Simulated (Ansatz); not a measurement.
Geometry optimisation, RKS PBE0-D4/def2-SVPD (Ansatz 0.2.0).

Input file:

```yaml
crystal:
  periodic: [false, false, false]
  atoms:
    - { symbol: Ga, position_ang: [-0.171373, 0.0, -0.929517] }
    - { symbol: Cl, position_ang: [1.780184, 0.0, 1.907341] }
    - { symbol: H, position_ang: [2.122818, 0.0, 0.615969] }
    - { symbol: H, position_ang: [-1.77403, 0.0, -0.463593] }
basis:
  gaussian: { orbitals: def2-SVPD }
hamiltonian:
  xc: pbe0
  dispersion: d4
relax:
  f_tol: 0.03
  max_steps: 50
```

Run as:

```bash
$ ansatz run input.yaml --threads 1 --pin off --max-ram 2048MiB --backend cpu --events-out ev --progress --plain --runs-dir out
```

Task: Where does it end, and by what steps?

Result: The forces met the threshold. The force dipped under the threshold on the way, but the program's further checks kept it going. After 13 steps the energy has fallen by 0.136 eV; Cl2 moved furthest, 0.90 Å.

```tsv
step	energy less start (eV)	largest force component (eV/Å)	accepted
0	0.0000	0.942	yes
1	-0.0183	0.857	yes
2	-0.0288	0.617	yes
3	-0.0299	0.486	yes
4	-0.0532	0.576	yes
5	-0.0629	0.669	yes
6	-0.0937	0.601	yes
7	0.0688	1.515	no
8	-0.1110	0.180	yes
9	-0.1239	0.106	yes
10	-0.1344	0.025	yes
11	-0.1170	0.529	no
12	-0.1355	0.069	yes
13	-0.1363	0.005	yes
```

```xyz
4
Properties=species:S:1:pos:R:3
Ga -0.440 0.000 -0.345
Cl 2.664 0.000 1.729
H 1.569 0.000 0.984
H -1.835 0.000 -1.237
```

Whether the end is a true minimum wasn't checked by a vibrational analysis.

The run took 58 s on 1 thread of Arm Neoverse N1, on a shared host, peak memory 0.15 GiB.
